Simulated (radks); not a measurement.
Charge is removed step by step from the 3s1/2 level of the cadmium ion Cd2+, starting from [Kr] 4d10. Calculated with a radial shooting solver on a logarithmic mesh with Libxc functionals: Dirac Kohn-Sham, PBE, spin-unpolarised, spherical densities, point nucleus.

| removed (e) | E - E(0) (eV) | eigenvalue (eV) | E minus straight line (eV) |
|---|---|---|---|
| 0 | 0.000 | -752.16 | 0.000 |
| 0.125 | 94.310 | -756.82 | -2.078 |
| 0.25 | 189.21 | -761.51 | -3.572 |
| 0.375 | 284.69 | -766.25 | -4.477 |
| 0.5 | 380.77 | -771.02 | -4.787 |
| 0.625 | 477.45 | -775.82 | -4.499 |
| 0.75 | 574.73 | -780.66 | -3.608 |
| 0.875 | 672.61 | -785.54 | -2.110 |
| 1 | 771.11 | -790.45 | 0.000 |

Removing the whole electron costs 771.11 eV by Delta-SCF, against 752.16 eV from minus the eigenvalue at the starting occupation. Slater's transition state (half an electron removed) gives 771.02 eV. Integrating minus the eigenvalue over the occupation (Janak's theorem) gives 771.11 eV. The mean slope of the eigenvalue, de/dn, is 38.3 eV per electron.
